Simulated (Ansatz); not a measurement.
Mulliken charges of Ge$_{2}$H$_{5}$O, SMILES `[OH][GeH][GeH3]` radical from ωB97M-V/def2-TZVPP in Ansatz (PBE0-D4/def2-TZVP geometry).

```json
{"atom": "O1", "x (Å)": "-1.183", "y (Å)": "0.266", "z (Å)": "-1.704", "charge (e)": "-0.408"}
{"atom": "Ge2", "x (Å)": "-0.039", "y (Å)": "1.041", "z (Å)": "-0.561", "charge (e)": "0.218"}
{"atom": "Ge3", "x (Å)": "0.239", "y (Å)": "-0.575", "z (Å)": "1.245", "charge (e)": "-0.038"}
{"atom": "H4", "x (Å)": "-1.080", "y (Å)": "0.590", "z (Å)": "-2.602", "charge (e)": "0.169"}
{"atom": "H5", "x (Å)": "1.273", "y (Å)": "1.331", "z (Å)": "-1.358", "charge (e)": "-0.009"}
{"atom": "H6", "x (Å)": "1.213", "y (Å)": "0.015", "z (Å)": "2.278", "charge (e)": "0.020"}
{"atom": "H7", "x (Å)": "0.792", "y (Å)": "-1.916", "z (Å)": "0.731", "charge (e)": "0.023"}
{"atom": "H8", "x (Å)": "-1.122", "y (Å)": "-0.810", "z (Å)": "1.915", "charge (e)": "0.026"}
```

Task: By hand: the dipole of these point charges (1 e Å = 4.8032 D).

Result: Σ q r = (0.284, 0.163, 0.210) e Å, of length 0.389 e Å = 1.87 D.

Task: How does the dipole of the full density compare? (Best estimate.)

Result: Computed: (0.157, 0.158, -0.089) e Å, 1.15 D; the point charges give 1.63 times that, at 56° from its direction.

Point charges leave out the atoms' own dipoles, such as those of lone pairs, and Mulliken's split depends on the basis, so the two needn't agree.
